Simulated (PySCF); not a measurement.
AlCl2(CN), CAlCl₂N.
Structure used (PBE0-D3(BJ)/def2-SVP), in Å, numbered top down from 1:
```
atom  x, y, z in Å
Al1    0.294    0.518    0.009
Cl2    2.366    0.486    0.061
Cl3   -0.772    2.297   -0.033
C4    -0.657   -1.146   -0.011
N5    -1.231   -2.155   -0.025
```

Computed, not measured: PBE0-D3(BJ)/def2-SVP geometry optimisation, gas phase in PySCF.

Question: Which atoms are bound to Al1, and at what distances?

Answer: 3 atoms: C4 1.917 Å, Cl2 2.073 Å, Cl3 2.074 Å. The nearest atom not counted as bound is N5, at 3.08 Å.

Question: List the angles at Al1.

Answer: 
```csv
angle,degrees,distance of the outer atoms (Å)
Cl2–Al1–Cl3,121.8,3.62
Cl3–Al1–C4,119.3,3.45
Cl2–Al1–C4,118.9,3.44
```

Question: What is the shape at Al1?

Answer: Planar: angles 121.8°, 119.3° and 118.9°, sum 360.0°, 0.00 Å off the plane of its three neighbours.

Question: What are the other bond lengths?

Answer: C4–N5 1.161 Å.

Question: Give some angles away from the centre.

Answer: Al1–C4–N5 179.9°.

Question: What are the rotational constants (commonest isotopes, rigid rotor)?

Answer: A = 2200, B = 2040, C = 1059 MHz: an asymmetric top.

Point group: C2v (every atom within 0.08 Å of its image). Charge 0, singlet. Not checked by PBE0-D3(BJ)/def2-SVP frequencies.
